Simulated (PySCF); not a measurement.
## Radial density of Ar²⁺ (argon, charge +2)

UHF, [Ne] 3s2 3p4, high-spin 3P determinant. All numbers are calculated (PySCF 2.14, scalar relativity by spin-free X2C-1e, in x2c-SVPall (4s3p1d, 18 functions)).

```csv
r (bohr),4πr²ρ (e/bohr),4πr²(ρα − ρβ)
0.00139,0.09576,0.0000
0.00234,0.2666,0.0000
0.00393,0.7221,0.0001
0.00661,1.838,0.0002
0.0111,4.246,0.0005
0.0187,8.971,0.0015
0.0314,15.79,0.0056
0.0529,20.90,0.0248
0.0889,18.07,0.0961
0.150,14.49,0.2687
0.252,20.42,0.3553
0.423,15.76,0.0433
0.712,4.586,0.4758
1.20,5.102,1.6598
2.01,1.739,0.5817
3.39,0.1283,0.0528
5.70,2.302e-05,0.0000
```

Densities and radii are taken from the X2C orbitals without a picture-change correction, which distorts them close to the nucleus.
